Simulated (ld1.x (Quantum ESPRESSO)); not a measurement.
**How hard is this C (Z = 6) TM potential?**

C, norm-conserving Troullier–Martins (Kleinman–Bylander form), made with ld1.x (Quantum ESPRESSO) 7.5 (PBE, scalar-relativistic). Core [He], reference 2s2 2p2. Waves: 2p (bound): rc 2.05 bohr; 3d channel at 0.1 Ry: rc 1.65 bohr; 2s (bound): rc 1.20 bohr. Local part: the s channel. Core correction: a·sin(br)/r model core, default radius (core density twice the valence density).

The pseudo-atom Hamiltonian at the reference potential is diagonalised in spherical Bessel functions j_l(qr) that vanish at 20 bohr, with q² up to the cutoff. All-electron valence levels (Ry): 2p -0.3885, 2s -1.0107.

**Question.** How do the lowest levels (Ry) of each channel move with the cutoff, and are there ghosts?

**Answer.**

| cutoff (Ry) | p #1 | p #2 | d #1 | s #1 | s #2 | f #1 | Σ f·Δε (mRy) |
| --- | --- | --- | --- | --- | --- | --- | --- |
| 8 | -0.1883 | 0.0401 | 0.0727 | -0.9198 | -0.0107 | 0.1172 | 582.1 |
| 18 | -0.3537 | 0.0333 | 0.0727 | -0.9764 | -0.0129 | 0.1172 | 138.1 |
| 30 | -0.3877 | 0.0323 | 0.0727 | -1.0042 | -0.0142 | 0.1172 | 14.5 |
| 50 | -0.3884 | 0.0322 | 0.0727 | -1.0087 | -0.0144 | 0.1172 | 4.1 |
| 70 | -0.3885 | 0.0322 | 0.0727 | -1.0097 | -0.0144 | 0.1172 | 2.0 |
| 110 | -0.3885 | 0.0322 | 0.0727 | -1.0106 | -0.0144 | 0.1172 | 0.1 |
| 400 | -0.3885 | 0.0322 | 0.0727 | -1.0107 | -0.0144 | 0.1172 | 0.0 |

Result: no extra level below or beside the all-electron valence levels (p, d, s, f tested); 10 mRy is reached at 35 Ry and 1 mRy at 90 Ry.

Its largest configuration-test error is +614 meV.
